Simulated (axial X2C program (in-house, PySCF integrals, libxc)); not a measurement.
**NaBr⁻ with a deliberately poor setting**

Computed with an in-house all-electron X2C program for linear molecules (integrals from PySCF).

Input:
```json
{"zs": [35, 11], "q": -1, "bas": ["dyall-av3z", "dyall-av3z"], "levels": ["PBE0", "HF", "BP86", "TPSSh"], "cc": false, "r0": 2.69, "npts": 10, "nst": 2, "ntry": 6, "opt": {"pick": 2}}
```
```bash
python so2c.py task.json out
```

Keys: zs atomic numbers; q charge; bas basis sets; levels methods; cc coupled cluster on or off; r0 starting distance in Å; npts points on the curve; nst determinants followed; ntry starts of the search; pick rank of the determinant followed. HF also brings MP2.

Task: One numerical setting was spoiled on purpose. Which, and what came out?

Result: An excited determinant was followed. States: spin-free M_S = 1/2, Λ = 2; 2c Ω = 5/2. The apparent results, which are not to be taken for properties of NaBr⁻:

```tsv
Hamiltonian	level	points converged	Re (Å)	ωe (cm⁻¹)	De (eV)	curve-fit residual (μEh)
spin-free	PBE0	10 of 10	2.541	276	-1.19	0.86
spin-free	HF	10 of 10	2.579	267	-1.35	0.003
spin-free	MP2	10 of 10	2.551	272	-1.37	0.0076
spin-free	BP86	10 of 10	2.563	265	-1.21	9
spin-free	TPSSh	10 of 10	2.554	271	-1.12	8.9
2c	PBE0	10 of 10	2.542	276	-1.19	0.85
2c	HF	10 of 10	2.580	267	-1.35	0.003
2c	MP2	10 of 10	2.552	272	-1.37	0.0091
2c	BP86	10 of 10	2.564	264	-1.21	9
2c	TPSSh	10 of 10	2.555	271	-1.12	8.9
```
